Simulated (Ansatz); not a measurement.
C3H8AlN (`N/C=C/[CH2][AlH2]`). Charge 0, multiplicity 1.

Z-matrix (Å, degrees):
```
C
C 1 1.357
Al 1 2.232 2 94.4
C 1 1.492 2 124.8 3 -56.0
H 1 1.089 2 117.3 3 117.0
N 2 1.375 1 125.8 3 -124.2
H 2 1.087 1 119.6 3 63.5
H 3 1.589 1 114.8 2 -24.7
H 3 1.588 1 107.1 2 114.5
H 4 1.085 1 112.8 2 -168.3
H 4 1.088 1 114.3 2 -39.8
H 6 1.008 2 116.2 1 17.7
H 6 1.006 2 116.0 1 154.0
```

(1) What are the harmonic wavenumbers in cm⁻¹ at PBE0-D4/def2-TZVP (Ansatz, finite differences of forces, unscaled)? (Estimate.)

(2) Is this a minimum?

(3) Give the ideal-gas thermochemistry at 298.15 K and 1 bar (rigid rotor, harmonic oscillator; point group C1, symmetry number 1).

Results:

(1) Ansatz gave: 122, 220, 257, 355, 369, 410, 426, 520, 557, 591, 632, 706, 758, 839, 943, 967, 984, 1077, 1140, 1274, 1333, 1367, 1441, 1645, 1692, 1904, 1910, 3117, 3141, 3176, 3199, 3589, 3696.

(2) Yes, all 33 modes are real.

(3) Zero-point energy 265.3 kJ/mol; H(298) − E = 286.2 kJ/mol; entropy 333.8 J/(mol·K), of which translation 164.3, rotation 110.9, vibration 58.6; G(298) − E = 186.7 kJ/mol.
